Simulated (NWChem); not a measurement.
System meant: CdSiH₃I; SMILES [SiH3][Cd][I]

Here is an NWChem input.

```
start job
memory heap 200 mb stack 900 mb global 1100 mb
geometry units angstroms noautoz
  Cd    -0.277991    -0.567500    -0.000154
  I      0.621896     1.895826    -0.000211
  Si    -1.136772    -2.920386    -0.000092
  H     -1.920892    -3.193258    -1.244559
  H     -2.028523    -3.154161     1.178074
  H     -0.001673    -3.892529     0.066121
end
basis spherical
  * library def2-svp
end
ecp
  Cd library def2-ecp
  I library def2-ecp
end
dft
  xc pbe0
  iterations 4
  mulliken
end
task dft energy
```

End of the output:

```
    Atom       Charge   Shell Charges
 -----------   ------   -------------------------------------------------------
    1 Cd  20    19.86   0.01  1.02  0.94  0.67  0.38  5.64  0.69  0.46  8.65  1.39  0.00
    2 I   25    25.11   1.25  0.73  1.04  0.79  2.77  3.19  2.52  2.80  9.48  0.54
    3 Si  14    13.84   2.00  1.94  0.69  0.39  5.82  1.33  1.51  0.17
    4 H    1     1.06   0.63  0.41  0.03
    5 H    1     1.06   0.63  0.41  0.03
    6 H    1     1.06   0.63  0.41  0.03

 center of mass
 --------------
 x =   0.00000000 y =   0.00000000 z =   0.24410669

 moments of inertia (a.u.)
 ------------------
        3008.506711636183          -0.000000000000           0.000000000000
          -0.000000000000        3008.506711636183           0.000000000000
           0.000000000000           0.000000000000          21.188878176578

     Multipole analysis of the density
     ---------------------------------

     L   x y z        total         alpha         beta         nuclear
     -   - - -        -----         -----         ----         -------
     0   0 0 0     -0.000000    -31.000000    -31.000000     62.000000

     1   1 0 0     -0.000000     -0.000000     -0.000000      0.000000
     1   0 1 0     -0.000000     -0.000000     -0.000000      0.000000
     1   0 0 1     -0.907682     26.401387     26.401387    -53.710456

     2   2 0 0    -46.807380    -28.659780    -28.659780     10.512181
     2   1 1 0      0.000000      0.000000      0.000000     -0.000000
     2   1 0 1      0.000000      0.000000      0.000000     -0.000000
     2   0 2 0    -46.807380    -28.659780    -28.659780     10.512181
     2   0 1 1     -0.000000     -0.000000     -0.000000      0.000000
     2   0 0 2    -51.240816   -548.684820   -548.684820   1046.128823

 ------------------------------------------------------------------------
 dft energy failed                                                                                  0
 ------------------------------------------------------------------------
 ------------------------------------------------------------------------
  current input line :
    23: task dft energy
 ------------------------------------------------------------------------
 ------------------------------------------------------------------------
 This type of error is most commonly associated with calculations not reaching convergence criteria
 ------------------------------------------------------------------------
 For more information see the NWChem manual at https://nwchemgit.github.io

0:dft energy failed:Received an Error in Communication
```

Problem. What is wrong, and how is it mended?

Solution. Convergence was not reached. Cause: the SCF was allowed too few iterations. This input runs:
```
start job
memory heap 200 mb stack 900 mb global 1100 mb
geometry units angstroms noautoz
  Cd    -0.277991    -0.567500    -0.000154
  I      0.621896     1.895826    -0.000211
  Si    -1.136772    -2.920386    -0.000092
  H     -1.920892    -3.193258    -1.244559
  H     -2.028523    -3.154161     1.178074
  H     -0.001673    -3.892529     0.066121
end
basis spherical
  * library def2-svp
end
ecp
  Cd library def2-ecp
  I library def2-ecp
end
dft
  xc pbe0
  iterations 150
  mulliken
end
task dft energy
```
It converges to -756.57001 Ha (PBE0/def2-SVP with def2 effective core potentials on Cd, I).
